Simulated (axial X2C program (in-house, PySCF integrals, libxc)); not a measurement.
## Bond lengths and stretching modes, held linear, of ClSbCl⁻

Computed with an in-house all-electron X2C program for linear molecules (integrals from PySCF): two-component X2C with atomic mean-field Coulomb and Gaunt terms, Gaussian nuclei, basis Cl dyall-av3z, Sb dyall-v3z with contracted cores. Spin-free rows use the one-electron spin-free X2C Hamiltonian.

Masses Cl 34.969, Sb 120.904, Cl 34.969 u. States: 2c Ω = 1 (beyond evenly filled blocks: ω = -1/2, ω = 3/2); spin-free M_S = 1, Λ = 0 (beyond evenly filled blocks: π+α, π-α).

TPSSh, 2c: energies above the lowest point

```tsv
r(Cl–Sb) (Å)	r(Sb–Cl) (Å)	E (meV)
2.5584	2.5584	48.70
2.5584	2.6240	20.50
2.5584	2.6896	15.95
2.6240	2.5584	20.50
2.6240	2.6240	0.00
2.6240	2.6896	2.63
2.6240	2.7552	22.88
2.6896	2.5584	15.95
2.6896	2.6240	2.63
2.6896	2.6896	11.96
2.7552	2.6240	22.88
2.7552	2.7552	70.78
```

Problem. Fit a quadratic surface with cubic terms in each bond: where is the minimum, and what are the two stretching wavenumbers?

Solution. At TPSSh, 2c: bonds 2.643 and 2.643 Å; harmonic stretches 204.1 and 224.9 cm⁻¹; force constants 0.793, 0.793 and coupling 0.25 mdyn/Å.

The other levels and Hamiltonians give:

```json
{"Hamiltonian": "2c", "level": "PBE0", "r(Cl–Sb) (Å)": "2.632", "r(Sb–Cl) (Å)": "2.632", "lower stretch (cm⁻¹)": "202.7", "upper stretch (cm⁻¹)": "227.1"}
{"Hamiltonian": "2c", "level": "HF", "r(Cl–Sb) (Å)": "2.695", "r(Sb–Cl) (Å)": "2.695", "lower stretch (cm⁻¹)": "147.9", "upper stretch (cm⁻¹)": "220.5"}
{"Hamiltonian": "2c", "level": "MP2", "r(Cl–Sb) (Å)": "2.623", "r(Sb–Cl) (Å)": "2.623", "lower stretch (cm⁻¹)": "209.2", "upper stretch (cm⁻¹)": "233.7"}
{"Hamiltonian": "spin-free", "level": "PBE0", "r(Cl–Sb) (Å)": "2.630", "r(Sb–Cl) (Å)": "2.630", "lower stretch (cm⁻¹)": "203.0", "upper stretch (cm⁻¹)": "227.8"}
{"Hamiltonian": "spin-free", "level": "HF", "r(Cl–Sb) (Å)": "2.693", "r(Sb–Cl) (Å)": "2.693", "lower stretch (cm⁻¹)": "148.4", "upper stretch (cm⁻¹)": "221.3"}
{"Hamiltonian": "spin-free", "level": "TPSSh", "r(Cl–Sb) (Å)": "2.641", "r(Sb–Cl) (Å)": "2.641", "lower stretch (cm⁻¹)": "204.4", "upper stretch (cm⁻¹)": "225.6"}
{"Hamiltonian": "spin-free", "level": "MP2", "r(Cl–Sb) (Å)": "2.621", "r(Sb–Cl) (Å)": "2.621", "lower stretch (cm⁻¹)": "209.6", "upper stretch (cm⁻¹)": "234.2"}
```

Each state is one determinant, the lowest of a limited PBE0 search; the stretches come from a fit to these few points and carry an uncertainty of a few per cent. Other orders of the atoms were not compared. The levels spread by more than a fifth, so the stretches depend strongly on the method. MP2 freezes inner shells (threshold -2 hartree). For an anion the highest level of a functional can be positive, and the basis then holds the extra electron. The molecule was held linear; bending was not examined, so a bent shape may lie lower. Open-shell Ω = 0 determinants with evenly filled partner blocks cannot be reached by this program, so the Ω shown need not be the lowest component. Note: several unpaired electrons, one determinant need not be a pure state.
